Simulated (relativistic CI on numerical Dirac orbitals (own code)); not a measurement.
Sensitivity of the levels of Te V to α and to the nuclear radius

Computed by Dirac-Coulomb-Breit CI, KLI orbitals optimised for each configuration, valence Slater integrals scaled by 0.85, P86 correlation energy added to each configuration, derivatives by finite differences, QED left out (own radial code, finite nucleus).

Configurations in the expansion (outside the closed core [Kr] 4d10): 5s², 5s5p, 5p², 5s5d, 5d², 5s5f, 5p5d, 4f². Levels of other configurations are missing.

With x = (α/α₀)² − 1 an excitation energy changes as ω = ω₀ + qx; K = 2q/ω₀ is the relative enhancement. Terms are leading LS components, so labels can repeat. The field-shift factor is F = δν/δ⟨r²⟩ for the transition from the lowest level.

Lowest level 5s² ¹S0.

```
    Level  ω₀ (cm⁻¹)  q (cm⁻¹)      K  F (GHz/fm²)
5s5p ³P°0      70868      5554  0.157        -17.4
5s5p ³P°1      73806      8296  0.225        -17.5
5s5p ³P°2      81330     17160  0.422        -17.8
5s5p ¹P°1     111962     14970  0.267        -17.4
  5p² ³P0     174463     15740   0.18        -35.7
  5p² ¹D2     179346     23280   0.26        -33.2
  5p² ³P1     180121     23760  0.264          -36
  5p² ³P2     189154     33550  0.355        -34.9
  5p² ¹S0     212527     31930    0.3        -35.4
 5s5d ³D1     212855     18060   0.17          -17
 5s5d ³D2     213363     18570  0.174          -17
 5s5d ³D3     214157     19370  0.181          -17
 5s5d ¹D2     234335     20000  0.171        -20.4
```

At this charge configurations can still be misplaced by up to about 7 % of their energy. Levels and lines within the n = 5 or 6 shells can be off by up to 10 % or somewhat more, and those that change n by about 2 %, since core polarisation is missing.
